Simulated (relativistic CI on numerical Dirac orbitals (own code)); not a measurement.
# How well does a small relativistic CI reproduce I5+?

Method of calculation: Dirac-Coulomb-Breit CI, separate exchange-only KLI orbitals for each configuration, model QED (radiative potential, 1s self-energy scaled to tabulated hydrogen-like ionisation energies), valence Slater integrals scaled by 0.85, P86 correlation energy added to each configuration (own radial code, finite nucleus).

Configurations in the expansion (outside the closed core [Kr]): 4d10 5s2, 4d10 5s 5p, 4d10 5p2, 4d10 5s 5d, 4d10 5d2, 4d10 5s 5f, 4d10 4f2, 4d10 5s 5g, 4d10 5p 5d, 4d10 5s 4f, 4d10 4f 5p, 4d10 5s 6s, 4d10 5s 6p, 4d10 5f2, 4d9 5s2 4f, 4d10 5p 5f. Levels of other configurations are missing.

```csv
Configuration,Term (tabulated),J,Measured (cm⁻¹),Computed,Error,Purity (%)
4d10 5s2,1S,0,0.0,0,0,98
4d10 5s 5p,3P°,0,85665.6,81103,-4562,100
4d10 5s 5p,3P°,1,89261.7,84651,-4611,97
4d10 5s 5p,3P°,2,99685.4,94666,-5019,100
4d10 5s 5p,1P°,1,127423.8,123446,-3978,95
4d10 5p2,3P,0,200084.8,198306,-1779,92
4d10 5p2,3P,1,208474.5,206165,-2309,100
4d10 5p2,1D,2,209431.7,205868,-3563,60
4d10 5p2,3P,2,221983.8,218377,-3606,72
4d10 5p2,1S,0,245658.5,242774,-2885,89
4d10 5s 5d,3D,1,251816.9,248431,-3386,99
4d10 5s 5d,3D,2,252540.3,249112,-3428,99
4d10 5s 5d,3D,3,253751.8,250230,-3522,99
4d10 5s 5d,1D,2,270094.7,268642,-1453,79
4d10 5s 6s,3S,1,296253.4,291977,-4276,100
4d10 5s 6s,1S,0,302858.0,299810,-3048,100
4d10 5s 6p,3P°,0,335737.6,330903,-4834,99
4d10 5s 6p,3P°,1,336197.2,331673,-4524,89
4d10 5s 6p,3P°,2,340462.4,335485,-4977,98
4d10 5s 6p,1P°,1,341729.0,338881,-2848,89
4d10 5p 5d,3F°,2,347472.0,341461,-6011,81
4d10 5p 5d,3F°,3,353652.0,347522,-6130,92
4d10 5p 5d,1D°,2,356797.0,351375,-5422,60
4d10 5p 5d,3D°,1,361780.0,358286,-3494,71
4d10 5p 5d,3F°,4,362500.0,355678,-6822,98
4d10 5p 5d,3D°,3,371695.0,367637,-4058,93
4d10 5p 5d,3P° †,0,373009.0,368008,-5001,99
4d10 5p 5d,3P° †,1,373131.0,368371,-4760,74
4d10 5p 5d,1F°,3,387975.0,388134,159,68
```

Measured levels from measured levels as listed in Rauch et al., Astron. Astrophys. 606, A105 (2017); pairs were made by configuration, J and term (by order where the table uses no LS term), so strongly mixed levels may be paired wrongly.

Mean error by configuration (cm⁻¹): 4d10 5s 5p -4543; 4d10 5p2 -2828; 4d10 5s 5d -2947; 4d10 5s 6s -3662; 4d10 5s 6p -4296; 4d10 5p 5d -4540. Over the excited levels the mean absolute error is 3873 cm⁻¹ (28 of the 36 excited levels that our extract of the source holds in range could be paired, and the others can miss by more), and the median relative error of those above 1,000 cm⁻¹ is 1.4 %. † marks terms whose computed intervals miss the measured ones by more than a factor of 2.5, or configurations far off the rest, from wrong mixing, a near crossing or a doubtful label or measurement; they are left out of the means.
